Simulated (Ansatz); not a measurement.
# Abstraction of Br: GeH(CH3)2Br + C2H5Si → GeH(CH3)2 + C2H5BrSi

Species: GeH(CH3)2Br, singlet; C2H5Si `C=C[SiH2]`, doublet; GeH(CH3)2, doublet; C2H5BrSi `C=C[SiH2]Br`, singlet. A radical takes Br: the energy is the difference in strength between the Ge–Br bond broken and the Si–Br bond made.

Shapes, held fixed at every level: PBE0-D4/def2-TZVP. Flexible molecules stand in one conformer, not always the lowest. Programs: Ansatz 0.2.0. Electronic energies: no zero-point or thermal term.

Question: Estimate ΔE of this reaction.

Answer: B2PLYP/def2-TZVPP gives ΔE = -15.3 kJ/mol; the levels span -22.7 to -7.1. The median of the levels is -11.9. No measured value is set beside it here. Spin contamination: C2H5Si (⟨S²⟩ up to 0.90). Open shells run unrestricted. Relativity is left out for Br, Ge. Outer-core shells of Br, Ge are correlated, in sets that cover them unevenly. Times are processor times on shared x86 and Arm servers, and rough.

```csv
level,kind,ΔE (kJ/mol),CPU time (sum over the molecules)
HF/def2-TZVPP,Hartree–Fock,-9.0,–
PBE-D4/def2-TZVPP,GGA,-8.3,40 s
r2SCAN-D4/def2-TZVPP,meta-GGA,-7.1,80 s
B3LYP-D4/def2-TZVPP,global hybrid,-11.9,74 s
wB97M-V/def2-TZVPP,range-separated hybrid,-22.7,3 min
wB97X-V/def2-TZVPP,range-separated hybrid,-14.8,2.2 min
B2PLYP/def2-TZVPP,double hybrid,-15.3,86 s
```
